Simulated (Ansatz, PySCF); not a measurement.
BrH, SMILES Br.

Geometry optimised at PBE-D3(BJ)/def2-TZVPD.

Two levels are set side by side: PBE/def2-TZVPD (Ansatz, a first-principles code) and EOM-CCSD/aug-cc-pVDZ (PySCF). PBE by ΔSCF, the other level by its IP root; same geometry, the bases differ. Differences are taken from unrounded values.

```
quantity                         EOM-CCSD    PBE  PBE minus EOM-CCSD
-------------------------------  --------  -----  ------------------
vertical ionisation energy (eV)     11.53  11.71                0.18
```

Here PBE gives about what the other level gives.
